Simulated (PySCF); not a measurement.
# Mayer bond orders and bond lengths

Compound: C₄H₉ClO₃Si.
SMILES with atom numbers: `[CH3:1][O:2][C@@H:3]1[O:4][SiH2:5][O:6][CH2:7][C@@H:8]1[Cl:9]` (hydrogens: H10, H11, H12 on C1; H13 on C3; H14, H15 on Si5; H16, H17 on C7; H18 on C8)

Structure used (GFN2-xTB), in Å, numbered top down from 1:
```
atom  x, y, z in Å
C1    -2.3891   -0.2491   -0.4791
O2    -1.0483   -0.6625   -0.3015
C3    -0.4115   -0.0485    0.7700
O4    -0.1897    1.3027    0.5385
Si5    0.8682    1.7160   -0.6530
O6     1.9853    0.5336   -0.7524
C7     1.7466   -0.7655   -0.2940
C8     0.9295   -0.7541    0.9922
Cl9    0.6453   -2.4093    1.5239
H10   -2.4498    0.8357   -0.6004
H11   -2.7403   -0.7469   -1.3799
H12   -2.9991   -0.5541    0.3783
H13   -1.0330   -0.1159    1.6822
H14    0.1622    1.8353   -1.9245
H15    1.5273    2.8910   -0.1251
H16    1.2007   -1.3364   -1.0532
H17    2.7185   -1.2387   -0.1174
H18    1.4687   -0.2269    1.7838
```

Bond orders from the PBE0/pcSseg-1 density (PySCF). Isolated species at its GFN2-xTB geometry (one conformer only).

(1) Where do the orders between heavy atoms depart from those drawn in the SMILES?

(2) Give the Mayer order of every bond, beside its length.

## Answers

(1) The largest departure is 0.125, at O6–C7 (drawn single, 0.875). Drawn single, order below 0.88: O6–C7 (0.875).

(2) 
```
   bond  drawn as  length (Å)  Mayer order
  C1–O2    single       1.414        0.905
  O2–C3    single       1.389        0.962
  C3–O4    single       1.389        0.908
 O4–Si5    single       1.646        0.924
 Si5–O6    single       1.630        0.985
  O6–C7    single       1.398        0.875
  C7–C8    single       1.524        0.959
 C8–Cl9    single       1.762        1.032
  C8–C3    single       1.532        0.962
 C1–H10    single       1.093        0.959
 C1–H11    single       1.087        0.972
 C1–H12    single       1.096        0.963
 C3–H13    single       1.106        0.928
Si5–H14    single       1.459        0.905
Si5–H15    single       1.447        0.923
 C7–H16    single       1.096        0.942
 C7–H17    single       1.095        0.947
 C8–H18    single       1.093        0.925
```

Bonds between the same two heavy elements. C–O: lowest O6–C7 (0.875, 1.398 Å), highest O2–C3 (0.962, 1.389 Å); in 1 of the 6 pairs the longer bond (by over 0.003 Å) has the higher order (by 0.02 or more). O–Si: lowest O4–Si5 (0.924, 1.646 Å), highest Si5–O6 (0.985, 1.630 Å). C–C: all 2 within 0.02 of one another (0.959 to 0.962).

**Question.** Sum the orders of all bonds at each heavy atom with more than one neighbour and set the sums beside the valence in the SMILES.

**Answer.** C1 3.799 (drawn 4), O2 1.867 (drawn 2), C3 3.760 (drawn 4), O4 1.832 (drawn 2), Si5 3.737 (drawn 4), O6 1.860 (drawn 2), C7 3.723 (drawn 4), C8 3.878 (drawn 4). Orders between atoms that aren't bonded are not in these sums.

For a closed shell the Mayer order of atoms A and B is Σ (PS)μν (PS)νμ over the basis functions μ on A and ν on B, with P the density and S the overlap matrix.
